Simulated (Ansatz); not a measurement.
Relaxation of FH$_{3}$NSb (6 atoms, charge 0, multiplicity 1), to a largest force component of 0.02 eV/Å in at most 50 steps.

All numbers below come from RHF/def2-TZVP (Ansatz 0.2.0).

```xyz
6
Properties=species:S:1:pos:R:3:forces:R:3
N -0.866 0.091 -0.608 0.71 1.83 -2.76
Sb -0.004 -0.200 1.233 2.50 -0.63 3.59
F 0.802 -1.889 0.569 -0.63 0.92 -0.06
H -1.130 1.150 -0.638 -0.79 -3.75 0.29
H -0.171 0.020 -1.365 -1.02 -0.57 0.82
H -1.393 -0.778 -0.391 -0.77 2.21 -1.89
```

Task: Where does it end, and by what steps?

Result: The forces met the threshold. After 6 steps the energy has fallen by 1.445 eV; H6 moved furthest, 0.36 Å.

```json
{"step": "0", "energy less start (eV)": "0.0000", "largest force component (eV/Å)": "3.754", "accepted": "yes"}
{"step": "1", "energy less start (eV)": "-1.1450", "largest force component (eV/Å)": "1.838", "accepted": "yes"}
{"step": "2", "energy less start (eV)": "-1.4299", "largest force component (eV/Å)": "0.566", "accepted": "yes"}
{"step": "3", "energy less start (eV)": "-1.4384", "largest force component (eV/Å)": "0.318", "accepted": "yes"}
{"step": "4", "energy less start (eV)": "-1.4448", "largest force component (eV/Å)": "0.073", "accepted": "yes"}
{"step": "5", "energy less start (eV)": "-1.4449", "largest force component (eV/Å)": "0.039", "accepted": "yes"}
{"step": "6", "energy less start (eV)": "-1.4450", "largest force component (eV/Å)": "0.010", "accepted": "yes"}
```

```xyz
6
Properties=species:S:1:pos:R:3
N -0.836 0.090 -0.567
Sb 0.239 -0.206 1.448
F 0.782 -1.833 0.563
H -1.248 0.995 -0.688
H -0.151 -0.047 -1.285
H -1.547 -0.606 -0.672
```

Whether the end is a true minimum wasn't checked by a vibrational analysis.

The run took 11 s on 2 threads of Arm Neoverse V1, with other jobs on the host, peak memory 0.24 GiB.
